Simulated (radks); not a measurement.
Results of a calculation; reference values are marked as such.
Question: Successive ionisation energies (eV) of one element, from differences of total energies of ions in their ground configurations, starting at charge 66: 7989.9, 8121.5, 18181.6, 18553.0, 18926.1, 19300.6, 19675.8, 20051, 21929, 22246, 89454, 90724. Code: a radial shooting solver on a logarithmic mesh with Libxc functionals. Model: Dirac Kohn-Sham, PBE, spin-unpolarised, spherical densities, point nucleus; open shells are shared between the two j in proportion to 2j + 1. Which element is it?

Answer: Platinum (Z = 78). The first species listed is Pt66+ in [Ne] 3s2, the last Pt77+ in 1s1.
